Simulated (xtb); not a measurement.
Cl3Ge (SMILES [Cl][Ge]([Cl])[Cl]), doublet, geometry from GFN2-xTB; GFN1-xTB (xtb).

Here is a job for xtb.
```
$ xtb mol.xyz --gfn 1 --uhf 1 --hess --json

# file mol.xyz
4

Cl    -1.47561963    -1.37868741    -0.28744895
Ge     0.00218824     0.01532854     0.53081660
Cl    -0.45053478     1.95127180    -0.38783493
Cl     1.92203537    -0.60143812    -0.32390030
```

Problem. Write the output that xtb gives for this input, abridged.

Solution. 
```
   ID    Z sym.   atoms
    1   17 Cl     1, 3, 4
    2   32 Ge     2

           -------------------------------------------------
          |                Calculation Setup                |
           -------------------------------------------------

           -------------------------------------------------
          |                 G F N 1 - x T B                 |
           -------------------------------------------------

          ...................................................
          :                      SETUP                      :
          :.................................................:
          :  # basis functions                  40          :
          :  # atomic orbitals                  36          :
          :  # shells                           12          :
          :  # electrons                        25          :
          :  # halogen bonds                     0          :
          :  max. iterations                   250          :
          :  Hamiltonian                  GFN1-xTB          :
          :  restarted?                      false          :
          :  GBSA solvation                  false          :
          :  PC potential                    false          :
          :  electronic temp.          300.0000000     K    :
          :  accuracy                    1.0000000          :
          :  -> integral cutoff          0.2500000E+02      :
          :  -> integral neglect         0.1000000E-07      :
          :  -> SCF convergence          0.1000000E-05 Eh   :
          :  -> wf. convergence          0.2000000E-04 e    :
          :  Broyden damping             0.4000000          :
          :  net charge                          0          :
          :  unpaired electrons                  1          :
          ...................................................

 iter      E             dE          RMSdq      gap      omega  full diag
   1    -14.4375784 -0.144376E+02  0.542E+00    5.47       0.0  T
   2    -14.3764960  0.610824E-01  0.473E+00    4.78       1.0  T
   3    -14.5337013 -0.157205E+00  0.197E+00    5.32       1.0  T
   4    -14.5402508 -0.654949E-02  0.308E-01    5.24       1.0  T
   5    -14.5404010 -0.150150E-03  0.226E-01    5.24       1.0  T
   6    -14.5405445 -0.143552E-03  0.495E-03    5.23      10.1  T
   7    -14.5405444  0.104447E-06  0.480E-03    5.23      10.4  T
   8    -14.5405445 -0.118795E-06  0.966E-04    5.23      51.8  T
   9    -14.5405445 -0.655513E-08  0.105E-06    5.23   47702.0  T
  10    -14.5405445  0.586198E-13  0.254E-06    5.23   19690.5  T

   *** convergence criteria satisfied after 10 iterations ***

         :::::::::::::::::::::::::::::::::::::::::::::::::::::
         ::                     SUMMARY                     ::
         :::::::::::::::::::::::::::::::::::::::::::::::::::::
         :: total energy             -14.531740599387 Eh    ::
         :: gradient norm              0.019151349654 Eh/a0 ::
         :: HOMO-LUMO gap              5.233300407016 eV    ::
         ::.................................................::
         :: SCC energy               -14.540544544538 Eh    ::
         :: -> electrostatic           0.006737357899 Eh    ::
         :: repulsion energy           0.010857551013 Eh    ::
         :: dispersion energy         -0.002053605862 Eh    ::
         :: halogen bond corr.         0.000000000000 Eh    ::
         :: add. restraining           0.000000000000 Eh    ::
         :: total charge               0.000000000000 e     ::
         :::::::::::::::::::::::::::::::::::::::::::::::::::::

           -------------------------------------------------
          |                Numerical Hessian                |
           -------------------------------------------------
step length          :   0.00500
SCC accuracy         :   0.30000
Hessian scale factor :   1.00000
frozen atoms in %    :   0.00000    0
RMS gradient         :   0.01915 !! INCOMPLETELY OPTIMIZED GEOMETRY !!
estimated CPU  time      0.00 min

writing file <hessian>.

 projected vibrational frequencies (cm⁻¹)
eigval :       -0.00    -0.00    -0.00     0.00     0.00     0.00
eigval :      135.50   135.50   162.26   318.13   318.13   340.24
           -------------------------------------------------
          |                Property Printout                |
           -------------------------------------------------

    * Orbital Energies and Occupations

         #    Occupation            Energy/Eh            Energy/eV
      -------------------------------------------------------------
         1        2.0000           -0.9002665             -24.4975
         2        2.0000           -0.9002665             -24.4975
         3        2.0000           -0.9001328             -24.4939
         4        2.0000           -0.5843136             -15.9000
         5        2.0000           -0.5041216             -13.7178
         6        2.0000           -0.5041216             -13.7178
Molecule has the following symmetry elements: (C3) 3*(sigma)
It seems to be the C3v point group
         7        2.0000           -0.4896942             -13.3253
         8        2.0000           -0.4804224             -13.0730
         9        2.0000           -0.4804224             -13.0730
        10        2.0000           -0.4638915             -12.6231
        11        2.0000           -0.4638915             -12.6231
        12        2.0000           -0.4637047             -12.6180
        13        1.0000           -0.3764753             -10.2444 (HOMO)
        14                         -0.1841551              -5.0111 (LUMO)
        15                         -0.1646196              -4.4795
        16                         -0.1646196              -4.4795
        17                         -0.0741344              -2.0173
        18                         -0.0567479              -1.5442
        19                         -0.0567479              -1.5442
[...]
        36                          0.1614995               4.3946
      -------------------------------------------------------------
                  HL-Gap            0.1923202 Eh            5.2333 eV
             Fermi-level           -0.3502026 Eh           -9.5295 eV

  Mulliken/CM5 charges         n(s)   n(p)   n(d)
     1Cl   -0.15159 -0.14001   1.945  5.211 -0.004
     2Ge    0.45476  0.42002   1.434  1.454  0.657
     3Cl   -0.15159 -0.14001   1.945  5.211 -0.004
     4Cl   -0.15159 -0.14001   1.945  5.211 -0.004

Wiberg/Mayer (AO) data.
largest (>0.10) Wiberg bond orders for each atom

 ---------------------------------------------------------------------------
     #   Z sym  total        # sym  WBO       # sym  WBO       # sym  WBO
 ---------------------------------------------------------------------------
     1  17 Cl   1.340 --     2 Ge   1.222
     2  32 Ge   3.665 --     3 Cl   1.222     1 Cl   1.222     4 Cl   1.222
     3  17 Cl   1.340 --     2 Ge   1.222
     4  17 Cl   1.340 --     2 Ge   1.222
 ---------------------------------------------------------------------------

Topologies differ in total number of bonds
Writing topology from bond orders to xtbtopo.mol

 dipole moment from electron density (au)
     X       Y       Z
   0.0046   0.0321   1.1129  total (Debye):    2.830

           -------------------------------------------------
          |               Frequency Printout                |
           -------------------------------------------------
 projected vibrational frequencies (cm⁻¹)
eigval :       -0.00    -0.00    -0.00     0.00     0.00     0.00
eigval :      135.50   135.50   162.26   318.13   318.13   340.24
 reduced masses (amu)
   1: 42.54   2: 48.22   3: 49.51   4: 36.89   5: 46.15   6: 40.41   7: 39.78   8: 39.78
   9: 49.18  10: 50.34  11: 50.34  12: 43.82
 IR intensities (km·mol⁻¹)
   1:  0.04   2:  0.04   3:  0.47   4:  0.52   5:  0.52   6:  1.14   7:  5.60   8:  5.60
   9: 17.41  10:181.72  11:181.72  12: 23.65
 Raman intensities (Ä⁴*amu⁻¹)
   1:  0.00   2:  0.00   3:  0.00   4:  0.00   5:  0.00   6:  0.00   7:  0.00   8:  0.00
   9:  0.00  10:  0.00  11:  0.00  12:  0.00
 output can be read by thermo (or use thermo option).
 writing <g98.out> molden fake output.
 recommended (thermochemical) frequency scaling factor: 1.0
           -------------------------------------------------
          |             Thermodynamic Functions             |
           -------------------------------------------------

c3v symmetry found (for desy threshold:  0.10E+00) used in thermo

          ...................................................
          :                      SETUP                      :
          :.................................................:
          :  # frequencies                           6      :
          :  # imaginary freq.                       0      :
          :  linear?                             false      :
          :  only rotor calc.                    false      :
          :  symmetry                              c3v      :
          :  rotational number                       3      :
          :  scaling factor                  1.0000000      :
          :  rotor cutoff                   50.0000000 cm⁻¹ :
          :  imag. cutoff                  -20.0000000 cm⁻¹ :
          :.................................................:

    mode    ω/cm⁻¹     T·S(HO)/kcal·mol⁻¹    T·S(FR)/kcal·mol⁻¹   T·S(vib)
   ------------------------------------------------------------------------
       1    135.50    -0.85465 ( 98.18%)    -0.76110 (  1.82%)    -0.85294
       2    135.50    -0.85465 ( 98.18%)    -0.76110 (  1.82%)    -0.85294
       3    162.26    -0.75230 ( 99.11%)    -0.70772 (  0.89%)    -0.75191
   ------------------------------------------------------------------------

   temp. (K)  partition function   enthalpy   heat capacity  entropy
                                   cal/mol     cal/K/mol   cal/K/mol   J/K/mol
 298.15  VIB   16.1                 1963.062     10.555     12.095
         ROT  0.131E+06              888.752      2.981     26.394
         INT  0.211E+07             2851.815     13.536     38.489
         TR   0.232E+28             1481.254      4.968     41.434
         TOT                        4333.0687    18.5041    79.9238   334.4012

       T/K    H(0)-H(T)+PV         H(T)/Eh          T*S/Eh         G(T)/Eh
   ------------------------------------------------------------------------
    298.15    0.690518E-02    0.101168E-01    0.379744E-01   -0.278576E-01
   ------------------------------------------------------------------------

         :::::::::::::::::::::::::::::::::::::::::::::::::::::
         ::                  THERMODYNAMIC                  ::
         :::::::::::::::::::::::::::::::::::::::::::::::::::::
         :: total free energy         -14.559598149648 Eh   ::
         ::.................................................::
         :: total energy              -14.531740599387 Eh   ::
         :: zero point energy           0.003211648284 Eh   ::
         :: G(RRHO) w/o ZPVE           -0.031069198545 Eh   ::
         :: G(RRHO) contrib.           -0.027857550261 Eh   ::
         :::::::::::::::::::::::::::::::::::::::::::::::::::::

           -------------------------------------------------
          | TOTAL ENERGY              -14.531740599387 Eh   |
          | TOTAL ENTHALPY            -14.521623766645 Eh   |
          | TOTAL FREE ENERGY         -14.559598149648 Eh   |
          | GRADIENT NORM               0.019151343008 Eh/α |
          | HOMO-LUMO GAP               5.233300276752 eV   |
           -------------------------------------------------
########################################################################
[WARNING] Runtime exception occurred
-1- hessian_numhess: Hessian on incompletely optimized geometry!
########################################################################

normal termination of xtb
```
